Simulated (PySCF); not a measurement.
Species: C2H7F2NSi.
Numbering: `[NH2:1][SiH2:2][CH2:3][CH:4]([F:5])[F:6]` (hydrogens: H7, H8 on N1; H9, H10 on Si2; H11, H12 on C3; H13 on C4)

Geometry (PBE0-D3(BJ)/def2-SVP, Å), atoms numbered from 1 in this order:
```
atom  x, y, z in Å
N1     2.3595   -0.1202   -0.1181
Si2    0.7650   -0.6652   -0.5179
C3    -0.4672    0.4889    0.3342
C4    -1.8834    0.3484   -0.1423
F5    -2.2831   -0.9473   -0.0457
F6    -2.7278    1.0852    0.6188
H7     3.1307   -0.7751   -0.1819
H8     2.6613    0.8049   -0.4048
H9     0.6494   -2.0637   -0.0161
H10    0.4207   -0.6651   -1.9821
H11   -0.4436    0.2971    1.4195
H12   -0.1466    1.5334    0.1864
H13   -2.0215    0.6603   -1.1936
```

The closed-shell ground state was solved at several levels (PySCF, density fitting, gas phase, non-relativistic).

```tsv
level	basis functions	total energy (Eh)	HOMO (eV)	LUMO (eV)	gap (eV)	dipole (D)
wB97X-D/pcSseg-1	144	-624.2453	-9.49	2.55	12.04	3.39
PBE/pcSseg-1	144	-623.8358	-6.08	-0.13	5.95	3.18
PBE0/aug-cc-pVDZ	205	-623.9583	-7.59	-0.38	7.21	3.20
PBE0/6-31G*	102	-623.8800	-7.27	1.12	8.39	3.14
OPBE/pcSseg-1	144	-624.1348	-6.06	0.10	6.16	3.13
PBE0/6-311+G(2d,p)	212	-624.0371	-7.65	-0.23	7.42	3.31
PBE0/STO-3G	41	-616.0091	-3.75	7.69	11.44	2.16
BLYP/pcSseg-1	144	-624.2676	-5.95	-0.07	5.88	3.19
PBE0/pcSseg-0	72	-622.7850	-7.22	1.06	8.28	3.62
PBE0/cc-pVTZ	282	-624.0564	-7.54	0.57	8.11	3.19
PBE0/pcSseg-1	144	-623.8752	-7.55	0.73	8.28	3.34
```

(1) Estimate the row for mPW1PW91/pcSseg-1, a basis of 144 functions; the other rows only guide the guess.

(2) Over all these levels, which gives the widest orbital gap and which the narrowest?

(3) How much does the basis alone move the frontier levels among the 7 PBE0 rows?

(4) How far do the dipole and the HOMO energy spread over the levels?

## Answers

(1) Total energy -624.2778 Eh, HOMO -7.59 eV, LUMO 0.73 eV, gap 8.32 eV, dipole 3.35 D.

(2) wB97X-D/pcSseg-1 (range-separated hybrid) has the widest, 12.04 eV, and BLYP/pcSseg-1 (GGA) the narrowest, 5.88 eV. The two share the basis. From the narrowest to the widest the HOMO moves by -3.54 eV and the LUMO by +2.62 eV.

(3) The HOMO by 3.90 eV and the LUMO by 8.07 eV. By rising basis size (HOMO, LUMO in eV): STO-3G -3.75, 7.69; pcSseg-0 -7.22, 1.06; 6-31G* -7.27, 1.12; pcSseg-1 -7.55, 0.73; aug-cc-pVDZ -7.59, -0.38; 6-311+G(2d,p) -7.65, -0.23; cc-pVTZ -7.54, 0.57.

(4) The dipole runs from 2.16 to 3.62 D (mean 3.18 D) and the HOMO from -9.49 to -3.75 eV.

One conformer stands for the species.

Note: wB97X-D ran without an empirical dispersion term, which enters the total energy and its gradient alone.
